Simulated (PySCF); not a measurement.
# Mn⁺: interval between two levels

Mn⁺ [Ar] 3d5 4s1 [7S3, M_J = 3] → Mn⁺ [Ar] 3d4 4s1 4p1 [7F6, M_J = 6], as a difference of total energies. Calculation: PySCF 2.14, in x2c-SVPall-2c with one added diffuse shell each of s, d type (6s5p4d1f, 48 functions); the two-component X2C-1e Hamiltonian. Correlated levels: [Ne] frozen; the 6 highest virtual spinors dropped. "Screened" scales the spin-orbit matrix elements by Boettger's factors to mimic the two-electron term; Breit and QED terms are absent.

```tsv
method	interval between two levels (cm⁻¹)
GHF (spin-free)	81043
GMP2 (spin-free)	85046
GHF (screened spin-orbit)	81645
GMP2 (screened spin-orbit)	85651
```

The labels give the starting determinants; with spin-orbit coupling the two ends relaxed to ⟨J²⟩ = 12.00, ⟨L²⟩ = 0.00, ⟨S²⟩ = 12.00 and ⟨J²⟩ = 42.01, ⟨L²⟩ = 12.02, ⟨S²⟩ = 12.00.
